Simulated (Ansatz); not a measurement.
Consider the redistribution: `[F][Ge]([F])([Cl])[Cl]` + `[NH2][Hf]([NH2])([F])[F]` → `[F][Ge]([F])([F])[Cl]` + `[NH2][Hf]([NH2])([F])[Cl]`.

Program: Ansatz. Geometries: PBE0-D4/def2-TZVP. ΔE: electronic, gas phase. CCSD(T)/CBS is the MP2 limit (def2-TZVPP, def2-QZVPP) plus CCSD(T) − MP2 in def2-TZVPP, frozen cores. DFT in def2-TZVPP. HSE06 is defined as in plane-wave codes. Elements past krypton have def2 core potentials. For Ge, Hf outer-core shells are correlated without core-valence functions, which leaves a few kJ/mol of doubt a bond. Scalar relativity is left out up to krypton. Each species was taken in one conformer, which may not be the lowest.

```
           level  ΔE (kJ/mol)
         PBE0-D4         23.9
        HSE06-D4         23.5
             PBE         28.6
          revPBE         28.7
           BHLYP         19.2
     HF/def2-SVP         13.9
CCSD(T)/def2-SVP         21.2
  CCSD/CBS(def2)         19.0
```

**Question.** What does CCSD(T)/CBS give? (An estimate is asked.)

**Answer.** The calculation gave: +19.2 kJ/mol. The listed levels differ from it by 4.7, 4.3, 9.4, 9.5, 0.0, -5.3, 2.0, -0.2 kJ/mol.

Largest T1 diagnostic among the species: 0.015.

From PBE to PBE0 (25 % exact exchange), in def2-TZVPP and without D4, ΔE moves by −5.1 kJ/mol. Leaving LDA and LC-ωPBE aside and taking each functional with its dispersion term where it has one, the values, not all of them listed here, spread over 13.1 kJ/mol, from PBE-QIDH to revPBE-D4. In def2-TZVPP, CCSD(T) changes the Hartree–Fock value by +6.8 kJ/mol (the triples alone add +0.3 kJ/mol) and MP2 by +6.2 kJ/mol.
